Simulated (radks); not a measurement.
Excited configurations of Br III: one electron is placed in a higher orbital outside [Ar] 3d10 4s2 4p2. The ground configuration is [Ar] 3d10 4s2 4p3. All-electron calculation, Dirac Kohn-Sham, PBE, spin-unpolarised, spherical densities, finite nucleus; open shells are shared between the two j in proportion to 2j + 1; Fermi nuclear charge, rms radius 4.1629 fm. Program: a radial shooting solver on a logarithmic mesh with Libxc functionals. Excitation = E - E(ground); binding = E(ion) - E, where the ion is the core of charge +3; n* = 3/sqrt(2 binding) in atomic units, and the quantum defect is n - n*. Eigenvalue and <r> are those of j = l + 1/2.

| outer orbital | excitation (eV) | binding (eV) | n* | quantum defect | eigenvalue (eV) | <r> (bohr) |
|---|---|---|---|---|---|---|
| 4d | 17.143 | 16.847 | 2.696 | 1.304 | -12.927 | 2.795 |
| 4f | 25.906 | 8.085 | 3.892 | 0.108 | -6.317 | 5.475 |
| 6d | 28.356 | 5.634 | 4.662 | 1.338 | -4.782 | 10.23 |
| 6f | 30.154 | 3.836 | 5.650 | 0.350 | -3.249 | 14.40 |

Estimate the row for 5d.

Answer. excitation (eV) 25.069; binding (eV) 8.921; n* 3.705; quantum defect 1.295; eigenvalue (eV) -7.427; <r> (bohr) 6.111. The Delta-SCF ionisation energy is 33.990 eV (NIST Atomic Spectra Database: 34.87 eV, measured). Self-interaction in the functional shifts the binding energies and quantum defects, so they are the method's values and not measured ones. Spin polarisation and multiplet splitting are left out, so open shells lie too high by an amount that depends on their filling. Sharing an open shell by 2j + 1 raises it above the true ground level by a part of the spin-orbit splitting, which enters the differences from NIST.

Beside tabulated values, note that spin-unpolarised runs miss the spin-polarisation part of the exchange energy of open shells.
